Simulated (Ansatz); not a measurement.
All values below come from Ansatz (an electronic-structure program) with frozen-core CCSD(T)/cc-pVQZ // r2SCAN-D4/def2-TZVP.

Ansatz 0.2 input:
```yaml
crystal:
  periodic: [false, false, false]
  atoms:
    - { symbol: N, position_ang: [1.890167, 0.151876, 0.458351] }
    - { symbol: C, position_ang: [0.589447, 0.068208, 0.129484] }
    - { symbol: C, position_ang: [-0.594714, 0.034948, -0.118091] }
    - { symbol: N, position_ang: [-1.900824, 0.056542, -0.435328] }
    - { symbol: H, position_ang: [2.316751, -0.686985, 0.824962] }
    - { symbol: H, position_ang: [2.488102, 0.634033, -0.197732] }
    - { symbol: H, position_ang: [-2.536972, 0.321831, 0.303177] }
    - { symbol: H, position_ang: [-2.244756, -0.721235, -0.980158] }
basis:
  gaussian: { orbitals: cc-pVQZ }
correlation:
  method: ccsd_t
```

Output:

```
Functional definition: HF
1998 factors; integrals over basis functions are off by at most 6.8e-4 eV
mean field evaluation 1: about -5084.6550 eV, gradient 3.5e1 eV
mean field evaluation 2: about -5084.6573 eV, gradient 3.5e1 eV
mean field evaluation 4: about -5087.5141 eV, gradient 3.2e0 eV
mean field evaluation 8: about -5087.5509 eV, gradient 1.7e-1 eV
mean field evaluation 16: about -5087.5454 eV, gradient 7.9e-1 eV
mean field -5087.55136159 eV, -186.9640640722 hartree, gradient 6.2e-6 eV, S^2 0.000000; 0 other end points of the search recorded, 0 dependent functions left out
4 core orbitals not correlated
reference -5087.55136159 eV, -186.9640640722 hartree; 11, 11 occupied and 325, 325 virtual orbitals, 1998 factors
second order -21.03338188 eV of doubles, -0.00000000 eV of singles
cycle   1  -20.66877592 eV  change    3.6e-1 eV  update   9.7e-2
cycle   2  -21.17021077 eV  change   -5.0e-1 eV  update   2.9e-2
cycle   3  -21.27803921 eV  change   -1.1e-1 eV  update   1.4e-2
cycle   4  -21.26963912 eV  change    8.4e-3 eV  update   3.9e-3
cycle   5  -21.26950564 eV  change    1.3e-4 eV  update   1.6e-3
cycle   6  -21.26997453 eV  change   -4.7e-4 eV  update   5.2e-4
cycle   7  -21.26960195 eV  change    3.7e-4 eV  update   2.1e-4
cycle   8  -21.26954411 eV  change    5.8e-5 eV  update   9.7e-5
cycle   9  -21.26957785 eV  change   -3.4e-5 eV  update   4.0e-5
cycle  10  -21.26957751 eV  change    3.3e-7 eV  update   1.0e-5
perturbative correction -1.00972627 eV, -0.0371067560 hartree
Total energy: -5109.83066537 eV, -187.7828133849 hartree
```

Cost: roughly 60 core-minutes.
